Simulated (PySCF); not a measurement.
Spinor energies of Br (bromine, neutral)

Start: [Ar] 3d10 4s2 4p5; 4p1/2 filled at m_j = -1/2, +1/2; 4p3/2 filled at m_j = -1/2, +1/2, +3/2. Calculated with PySCF 2.14 in x2c-SVPall-2c: generalised Hartree-Fock with the X2C-1e Hamiltonian and a Gaussian nucleus; one run each with spin-orbit coupling (SO) switched off, then screened by Boettger's factors.

```csv
spinor shell,electrons,"ε, spin-free (eV)","ε, screened SO (eV)",weight of nominal j (screened SO),"rms radius, screened SO (bohr)"
1s1/2,2,-13552.3,-13552.0,1.000,0.0493
2s1/2,2,-1824.6,-1824.5,1.000,0.205
2p1/2,2,-1604.5,-1637.2,1.000,0.180
2p3/2,4,-1604.5,-1588.7,1.000,0.184
3s1/2,2,-277.12,-277.05,1.000,0.588
3p1/2,2,-205.13,-210.16,1.000,0.601
3p3/2,4,-205.13,-202.62,1.000,0.611
3d3/2,4,-85.653,-86.312,0.995,0.650
3d5/2,6,-85.653,-85.124,0.997,0.653
4s1/2,2,-27.577,-27.551,1.000,1.84
4p1/2,2,-12.277,-12.790,0.758,2.23
4p3/2,3,-12.277,-11.964,0.839,2.26
```

```
   quantity    spin-free  screened SO
E (hartree)  -2603.92612  -2604.04896
        M_J          3/2          3/2
       ⟨J²⟩        3.756        3.756
       ⟨L²⟩        2.004        2.008
       ⟨S²⟩        0.752        0.755
```

Each row is a mean over spinors that exchange with the open shell spreads, by up to 2.872 eV (4s1/2).

Rows whose weight is well below 1 are mixtures of j = l ± 1/2: exchange outweighs spin-orbit coupling there, and the label is only the starting occupation.

Without spin-orbit coupling the j labels of p, d and f shells carry no meaning; the spin-free column gives the mean over the occupied spinors of each nl shell.
